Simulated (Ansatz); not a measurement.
Name a neutral molecule of C, F, Sn and H with HOMO energy (B3LYP/def2-TZVPP) between -6.15 and -5.85 eV and size of the dipole moment (PBE/def2-TZVPP) between 2.35 and 2.65 D (Ansatz, PBE0-D4/def2-TZVP geometry).

`C[CH](C)[Sn][F]` (-6.01 eV, 2.54 D). Other molecules can fit too; these were computed, each in one conformer that needn't be the lowest.

B3LYP here is the variant with VWN-RPA as its local correlation; programs differ in this.
